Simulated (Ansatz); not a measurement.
The cluster CoPt₂, relaxed as a doublet with UKS PBE0-D4/def2-TZVP in Ansatz, starting from the GFN2-xTB geometry. Force threshold 0.02 eV/Å.

In the def2 sets Pt takes a core potential; there is no spin–orbit coupling. The charge 0 doublet is spin-contaminated (final ⟨S²⟩ up to 1.79, 0.75 for a pure state). The relaxation made no stability test and no search for a lower SCF solution. No other spin state of charge 0 was run. The structure comes from a short search, and lower isomers may exist.

Start:

```csv
atom,x (Å),y (Å),z (Å)
Pt1,-0.5310,0.4996,0.0922
Pt2,-0.3104,-1.3905,1.4759
Co3,0.8414,0.8909,-1.5681
```

| step | energy (eV) | largest force component (eV/Å) | SCF passes |
| --- | --- | --- | --- |
| 1 | -44113.9963 | 1.411 | 135 |
| 2 | -44114.1766 | 0.584 | 82 |
| 3 | -44114.2885 | 0.664 | 90 |
| 4 | -44114.4279 | 0.497 | 89 |
| 5 | -44114.6470 | 0.709 | 86 |
| 6 | -44114.9261 | 0.418 | 111 |
| 7 (rejected) | -44114.8122 | 1.922 | 96 |
| 8 | -44114.9807 | 0.074 | 93 |
| 9 | -44114.9813 | 0.009 | 64 |

Force components are those of the run's own axes.

End:

Cartesian coordinates in Å:
```
Pt -1.0498 0.9317 0.2296
Pt 0.1699 -1.1553 0.8118
Co 0.8799 0.2236 -1.0414
```

Bonds formed: Pt2–Co3 (atoms count from 1). The end is the same structure that another start reached, the lowest one found.

No frequencies were taken in this run, so the end may be a saddle point.

It took 48 s on 4 threads of Arm Neoverse V2 on a shared host.
